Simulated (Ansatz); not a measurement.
Ansatz (an electronic-structure program) input for CH9NSi4, SMILES [SiH3][Si@H]1[SiH2]C=N[SiH2]1, PBE0-D3(BJ)/def2-SVP. 

Ansatz 0.2 input:
```yaml
crystal:
  periodic: [false, false, false]
  atoms:
    - {symbol: Si, position_ang: [-2.48696960, -0.95036491, -0.53176576]}
    - {symbol: Si, position_ang: [-0.71971484, -0.15941638, 0.78702244]}
    - {symbol: Si, position_ang: [1.27844787, -1.31144227, 0.31819004]}
    - {symbol: C, position_ang: [2.30575941, 0.16074104, -0.44596684]}
    - {symbol: N, position_ang: [1.87559876, 1.36111191, -0.57554141]}
    - {symbol: Si, position_ang: [0.23345871, 1.84924337, -0.05399936]}
    - {symbol: H, position_ang: [-2.89538898, -2.34528086, -0.13929087]}
    - {symbol: H, position_ang: [-2.01891774, -0.96700025, -1.96306358]}
    - {symbol: H, position_ang: [-3.68948548, -0.05022209, -0.42781127]}
    - {symbol: H, position_ang: [-1.03217302, -0.12400465, 2.25924058]}
    - {symbol: H, position_ang: [2.00354672, -1.88013709, 1.51139680]}
    - {symbol: H, position_ang: [1.14882353, -2.40800045, -0.70917570]}
    - {symbol: H, position_ang: [3.34575143, -0.05754967, -0.79989127]}
    - {symbol: H, position_ang: [0.37781794, 2.94881094, 0.96113289]}
    - {symbol: H, position_ang: [-0.47683198, 2.39887679, -1.26020935]}
basis:
  gaussian:
    orbitals: def2-SVP
hamiltonian:
  xc: pbe0
  dispersion: d3bj
relax: {f_tol: 0.002, max_steps: 200}
```

It prints:

```
WARN ansatz: RAYON_NUM_THREADS=2 ignored (pool sized by the plan → 2); use --threads N
Functional definition: PBE0
integrals: 0.13 GiB planned
1521 factors; integrals over basis functions are off by at most 3.5e-4 eV
mean field: 1.02 GiB planned
mean field evaluation 1: about -34151.7331 eV, gradient 4.0e1 eV
mean field evaluation 2: about -34142.0452 eV, gradient 7.2e1 eV
mean field evaluation 4: about -34155.3748 eV, gradient 6.2e0 eV
mean field evaluation 8: about -34155.4816 eV, gradient 5.0e-2 eV
mean field evaluation 16: about -34155.4816 eV, gradient 4.9e-5 eV
mean field -34155.48156544 eV, -1255.1907961129 hartree, gradient 4.9e-5 eV, S^2 0.000000; 0 other end points of the search recorded, 0 dependent functions left out
the calculation of the forces begins
reference -34155.48160040 eV, -1255.1907973978 hartree; 39, 39 occupied and 106, 106 virtual orbitals, 1521 factors
relax step   1: F+E_penalty+E_count = -34155.93020831 eV  Δ(F+E_penalty+E_count) = +0.000e0 eV  max|allowed force component| = 7.212e-1 eV/Å  Δτ_max = 0.0000 Å  (26 SCF iters, accepted)
these checks for a lower state are left out or cut short: starts, cluster_reference, orbital_swaps, neighbouring_geometries, increment
integrals: 0.13 GiB planned
1521 factors; integrals over basis functions are off by at most 3.4e-4 eV
mean field: 1.02 GiB planned
mean field -34155.49833793 eV, -1255.1914124907 hartree, gradient 1.2e-5 eV, S^2 0.000000; 0 other end points of the search recorded, 0 dependent functions left out
the calculation of the forces begins
reference -34155.49837271 eV, -1255.1914137686 hartree; 39, 39 occupied and 106, 106 virtual orbitals, 1521 factors
relax step   2: F+E_penalty+E_count = -34155.94950526 eV  Δ(F+E_penalty+E_count) = -1.930e-2 eV  max|allowed force component| = 1.415e-1 eV/Å  Δτ_max = 0.0257 Å  (30 SCF iters, accepted)
these checks for a lower state are left out or cut short: starts, cluster_reference, orbital_swaps, neighbouring_geometries, increment
integrals: 0.13 GiB planned
1521 factors; integrals over basis functions are off by at most 3.4e-4 eV
mean field: 1.02 GiB planned
mean field -34155.49956275 eV, -1255.1914575020 hartree, gradient 7.5e-6 eV, S^2 0.000000; 0 other end points of the search recorded, 0 dependent functions left out
the calculation of the forces begins
reference -34155.49959750 eV, -1255.1914587791 hartree; 39, 39 occupied and 106, 106 virtual orbitals, 1521 factors
relax step   3: F+E_penalty+E_count = -34155.95087640 eV  Δ(F+E_penalty+E_count) = -1.371e-3 eV  max|allowed force component| = 7.814e-2 eV/Å  Δτ_max = 0.0068 Å  (27 SCF iters, accepted)
these checks for a lower state are left out or cut short: starts, cluster_reference, orbital_swaps, neighbouring_geometries, increment
integrals: 0.13 GiB planned
1521 factors; integrals over basis functions are off by at most 3.3e-4 eV
mean field: 1.02 GiB planned
mean field evaluation 32: about -34155.4996 eV, gradient 2.6e-4 eV
mean field -34155.49958294 eV, -1255.1914582437 hartree, gradient 1.1e-5 eV, S^2 0.000000; 0 other end points of the search recorded, 0 dependent functions left out
the calculation of the forces begins
reference -34155.49961769 eV, -1255.1914595211 hartree; 39, 39 occupied and 106, 106 virtual orbitals, 1521 factors
relax step   4: F+E_penalty+E_count = -34155.95085449 eV  Δ(F+E_penalty+E_count) = +2.191e-5 eV  max|allowed force component| = 5.969e-2 eV/Å  Δτ_max = 0.0045 Å  (25 SCF iters, rejected (line search))
these checks for a lower state are left out or cut short: starts, cluster_reference, orbital_swaps, neighbouring_geometries, increment
integrals: 0.13 GiB planned
1521 factors; integrals over basis functions are off by at most 3.3e-4 eV
mean field: 1.02 GiB planned
mean field -34155.49980761 eV, -1255.1914665005 hartree, gradient 1.0e-5 eV, S^2 0.000000; 0 other end points of the search recorded, 0 dependent functions left out
the calculation of the forces begins
reference -34155.49984237 eV, -1255.1914677778 hartree; 39, 39 occupied and 106, 106 virtual orbitals, 1521 factors
relax step   5: F+E_penalty+E_count = -34155.95111875 eV  Δ(F+E_penalty+E_count) = -2.424e-4 eV  max|allowed force component| = 3.083e-2 eV/Å  Δτ_max = 0.0022 Å  (25 SCF iters, accepted)
these checks for a lower state are left out or cut short: starts, cluster_reference, orbital_swaps, neighbouring_geometries, increment
integrals: 0.13 GiB planned
1521 factors; integrals over basis functions are off by at most 3.3e-4 eV
mean field: 1.02 GiB planned
mean field -34155.49978609 eV, -1255.1914657095 hartree, gradient 1.2e-5 eV, S^2 0.000000; 0 other end points of the search recorded, 0 dependent functions left out
the calculation of the forces begins
reference -34155.49982083 eV, -1255.1914669862 hartree; 39, 39 occupied and 106, 106 virtual orbitals, 1521 factors
relax step   6: F+E_penalty+E_count = -34155.95125325 eV  Δ(F+E_penalty+E_count) = -1.345e-4 eV  max|allowed force component| = 2.809e-3 eV/Å  Δτ_max = 0.0084 Å  (26 SCF iters, accepted)
these checks for a lower state are left out or cut short: starts, cluster_reference, orbital_swaps, neighbouring_geometries, increment
integrals: 0.13 GiB planned
1521 factors; integrals over basis functions are off by at most 3.3e-4 eV
mean field: 1.02 GiB planned
mean field -34155.49969574 eV, -1255.1914623893 hartree, gradient 1.7e-5 eV, S^2 0.000000; 0 other end points of the search recorded, 0 dependent functions left out
the calculation of the forces begins
reference -34155.49973047 eV, -1255.1914636655 hartree; 39, 39 occupied and 106, 106 virtual orbitals, 1521 factors
relax step   7: F+E_penalty+E_count = -34155.95128114 eV  Δ(F+E_penalty+E_count) = -2.789e-5 eV  max|allowed force component| = 1.153e-3 eV/Å  Δτ_max = 0.0068 Å  (24 SCF iters, accepted)
these checks for a lower state are left out or cut short: starts, cluster_reference, orbital_swaps, neighbouring_geometries, increment
integrals: 0.13 GiB planned
1521 factors; integrals over basis functions are off by at most 3.3e-4 eV
mean field: 1.02 GiB planned
mean field -34155.49927046 eV, -1255.1914467606 hartree, gradient 1.2e-5 eV, S^2 0.000000; 0 other end points of the search recorded, 0 dependent functions left out
the calculation of the forces begins
reference -34155.49930514 eV, -1255.1914480349 hartree; 39, 39 occupied and 106, 106 virtual orbitals, 1521 factors
relax step   8: F+E_penalty+E_count = -34155.95132523 eV  Δ(F+E_penalty+E_count) = -4.409e-5 eV  max|allowed force component| = 6.621e-3 eV/Å  Δτ_max = 0.0289 Å  (30 SCF iters, accepted)
these checks for a lower state are left out or cut short: starts, cluster_reference, orbital_swaps, neighbouring_geometries, increment
integrals: 0.13 GiB planned
1521 factors; integrals over basis functions are off by at most 3.3e-4 eV
mean field: 1.02 GiB planned
mean field evaluation 64: about -34155.4992 eV, gradient 1.3e-4 eV
mean field -34155.49922263 eV, -1255.1914450029 hartree, gradient 1.2e-5 eV, S^2 0.000000; 0 other end points of the search recorded, 0 dependent functions left out
the calculation of the forces begins
reference -34155.49925730 eV, -1255.1914462767 hartree; 39, 39 occupied and 106, 106 virtual orbitals, 1521 factors
relax step   9: F+E_penalty+E_count = -34155.95132912 eV  Δ(F+E_penalty+E_count) = -3.890e-6 eV  max|allowed force component| = 5.180e-3 eV/Å  Δτ_max = 0.0051 Å  (24 SCF iters, accepted)
these checks for a lower state are left out or cut short: starts, cluster_reference, orbital_swaps, neighbouring_geometries, increment
integrals: 0.13 GiB planned
1521 factors; integrals over basis functions are off by at most 3.3e-4 eV
mean field: 1.02 GiB planned
mean field -34155.49930798 eV, -1255.1914481393 hartree, gradient 5.8e-5 eV, S^2 0.000000; 0 other end points of the search recorded, 0 dependent functions left out
the calculation of the forces begins
reference -34155.49934265 eV, -1255.1914494135 hartree; 39, 39 occupied and 106, 106 virtual orbitals, 1521 factors
relax step  10: F+E_penalty+E_count = -34155.95134231 eV  Δ(F+E_penalty+E_count) = -1.319e-5 eV  max|allowed force component| = 2.349e-3 eV/Å  Δτ_max = 0.0030 Å  (21 SCF iters, accepted)
these checks for a lower state are left out or cut short: starts, cluster_reference, orbital_swaps, neighbouring_geometries, increment
integrals: 0.13 GiB planned
1521 factors; integrals over basis functions are off by at most 3.3e-4 eV
mean field: 1.02 GiB planned
mean field -34155.49933132 eV, -1255.1914489971 hartree, gradient 1.9e-5 eV, S^2 0.000000; 0 other end points of the search recorded, 0 dependent functions left out
the calculation of the forces begins
reference -34155.49936599 eV, -1255.1914502713 hartree; 39, 39 occupied and 106, 106 virtual orbitals, 1521 factors
relax step  11: F+E_penalty+E_count = -34155.95134639 eV  Δ(F+E_penalty+E_count) = -4.080e-6 eV  max|allowed force component| = 1.790e-3 eV/Å  Δτ_max = 0.0018 Å  (20 SCF iters, accepted)
these checks for a lower state are left out or cut short: starts, cluster_reference, orbital_swaps, neighbouring_geometries, increment
integrals: 0.13 GiB planned
1521 factors; integrals over basis functions are off by at most 3.3e-4 eV
mean field: 1.02 GiB planned
mean field -34155.49934685 eV, -1255.1914495676 hartree, gradient 7.3e-5 eV, S^2 0.000000; 0 other end points of the search recorded, 0 dependent functions left out
the calculation of the forces begins
reference -34155.49938152 eV, -1255.1914508417 hartree; 39, 39 occupied and 106, 106 virtual orbitals, 1521 factors
relax step  12: F+E_penalty+E_count = -34155.95135028 eV  Δ(F+E_penalty+E_count) = -3.885e-6 eV  max|allowed force component| = 1.547e-3 eV/Å  Δτ_max = 0.0039 Å  (21 SCF iters, accepted)
these checks for a lower state are left out or cut short: starts, cluster_reference, orbital_swaps, neighbouring_geometries, increment
integrals: 0.13 GiB planned
1521 factors; integrals over basis functions are off by at most 3.3e-4 eV
mean field: 1.02 GiB planned
mean field -34155.49935965 eV, -1255.1914500380 hartree, gradient 3.5e-5 eV, S^2 0.000000; 0 other end points of the search recorded, 0 dependent functions left out
the calculation of the forces begins
reference -34155.49939432 eV, -1255.1914513121 hartree; 39, 39 occupied and 106, 106 virtual orbitals, 1521 factors
relax step  13: F+E_penalty+E_count = -34155.95135148 eV  Δ(F+E_penalty+E_count) = -1.206e-6 eV  max|allowed force component| = 1.725e-3 eV/Å  Δτ_max = 0.0028 Å  (21 SCF iters, accepted)
integrals: 0.13 GiB planned
1521 factors; integrals over basis functions are off by at most 3.3e-4 eV
mean field: 1.02 GiB planned
mean field evaluation 96: about -34155.4994 eV, gradient 8.9e-4 eV
mean field -34155.49935965 eV, -1255.1914500380 hartree, gradient 3.5e-5 eV, S^2 0.000000; 1 other end points of the search recorded, 0 dependent functions left out
the calculation of the forces begins
reference -34155.49939432 eV, -1255.1914513121 hartree; 39, 39 occupied and 106, 106 virtual orbitals, 1521 factors
Total energy: -34155.95138615 eV, -1255.2080617058 hartree
Atom 0 at    -2.462819    -0.941136    -0.542060 Å, force    -0.000540    -0.000893     0.000140 eV/Å
Atom 1 at    -0.716476    -0.158651     0.796486 Å, force     0.000868    -0.000421    -0.001471 eV/Å
Atom 2 at     1.273854    -1.305226     0.328810 Å, force     0.000148    -0.000019    -0.000521 eV/Å
Atom 3 at     2.275910     0.149344    -0.467042 Å, force     0.001120    -0.001112     0.001701 eV/Å
Atom 4 at     1.843381     1.337173    -0.591793 Å, force    -0.001412     0.000650    -0.000578 eV/Å
Atom 5 at     0.231337     1.838973    -0.044420 Å, force     0.000934     0.001475     0.000770 eV/Å
Atom 6 at    -2.873411    -2.325756    -0.155585 Å, force     0.000118     0.000251    -0.000092 eV/Å
Atom 7 at    -1.975842    -0.957536    -1.956261 Å, force     0.000138     0.000072    -0.000446 eV/Å
Atom 8 at    -3.654670    -0.042834    -0.452896 Å, force    -0.000609     0.000340    -0.000051 eV/Å
Atom 9 at    -1.041045    -0.125107     2.255094 Å, force    -0.000503     0.000337     0.001725 eV/Å
Atom 10 at     2.010173    -1.835961     1.518480 Å, force     0.000049     0.000035     0.000018 eV/Å
Atom 11 at     1.141142    -2.412972    -0.669423 Å, force    -0.000011    -0.000051     0.000014 eV/Å
Atom 12 at     3.299375    -0.067073    -0.841023 Å, force    -0.000161     0.000209    -0.000499 eV/Å
Atom 13 at     0.396785     2.917121     0.974139 Å, force     0.000015    -0.000763    -0.000822 eV/Å
Atom 14 at    -0.497970     2.395006    -1.222238 Å, force    -0.000154    -0.000110     0.000111 eV/Å
Dipole moment:    -0.071151    -0.206432     0.103759 e Å
```

The run converged.
